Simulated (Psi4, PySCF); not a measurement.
Conformational energy of SMILES c1oc(C=Cc2occc2)cc1. Scanned: dihedral C2–C1–C8–O12; all other coordinates were relaxed at GFN2-xTB. Points at φ and −φ are mirror images. Heavy atoms are numbered in the order of the SMILES C(=Cc1ccco1)c1ccco1, hydrogens after them in the order of the atoms that carry them; the mirror image has the same energies with the sign of each dihedral reversed.

Levels: RMP2/3-21G = restricted MP2 (frozen core)/3-21G // GFN2-xTB run with PySCF; PBE-D3(BJ)/def2-SVP // GFN2-xTB (Psi4).

Energies relative to the lowest point of each profile, in mEh:

| φ / ° | RMP2/3-21G |
|---|---|
| -160 | 3.9 |
| -140 | 5.4 |
| -80 | 10.9 |
| -40 | 4.9 |
| -20 | 1.3 |
| 20 | 1.3 |
| 40 | 4.9 |
| 100 | 10.1 |
| 120 | 7.8 |
| 140 | 5.4 |
| 160 | 3.9 |
| 180 | 3.5 |

Predict the corresponding PBE-D3(BJ)/def2-SVP column.

-160: 3.2; -140: 6.3; -80: 15.9; -40: 6.2; -20: 1.6; 20: 1.6; 40: 6.2; 100: 15.1; 120: 10.8; 140: 6.3; 160: 3.2; 180: 2.2 (mEh).
